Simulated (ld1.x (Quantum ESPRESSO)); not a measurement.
# PBE PAW dataset for neon (Ne), scalar-relativistic all-electron reference.

* Element: neon (Ne)
* Generator: ld1.x (Quantum ESPRESSO) 7.5
* Type: PAW
* Functional: PBE
* Relativity: scalar-relativistic
* Frozen core: [He]
* Valence charge: 8
* Reference configuration: 2s2 2p6
* Partial waves: 2s (bound): rcut 0.45, rcutus 0.60 bohr; 2s channel at -0.6 Ry: rcut 0.45, rcutus 0.60 bohr; 2p (bound): rcut 1.05, rcutus 1.15 bohr; 2p channel at -0.65 Ry: rcut 1.05, rcutus 1.15 bohr
* Local potential: all-electron potential smoothed inside 0.60 bohr (lloc = -2)
* Core correction: a·sin(br)/r model core, default radius (core density twice the valence density)
* Augmentation charge: PSQ, radius 0.50 bohr

Problem. Estimate the cutoffs (Ry, on a coarse ladder) from which the occupation-weighted sum of valence levels, in a spherical-Bessel basis at the reference potential, stays within 10 and 1 mRy of its value at 400 Ry.

Solution. 90 Ry and 160 Ry.

Problem. Does the potential have ghost states?

Solution. No extra level below or beside the all-electron valence levels (s, p, d, f tested).

Problem. Is the overlap operator S = 1 + Σ q|β⟩⟨β| positive definite (Bessel basis up to 400 Ry)?

Solution. Yes: its lowest eigenvalue is 0.56 (s channel).

Problem. Which valence shell sets the plane-wave cutoff?

Solution. 2s: its level needs 110 Ry to come within 1 mRy, against 60 Ry for 2p.

Problem. Tests: 2s2 2p5; 2s2 2p4; 2s2 2p3; 2s2 2p5.5; 2s2 2p2; 2s1 2p6. Which has the largest error in its energy relative to the reference configuration, and how large is it?

Solution. 2s2 2p2, with -3.8 meV (all-electron minus pseudo) on +227.80 eV.
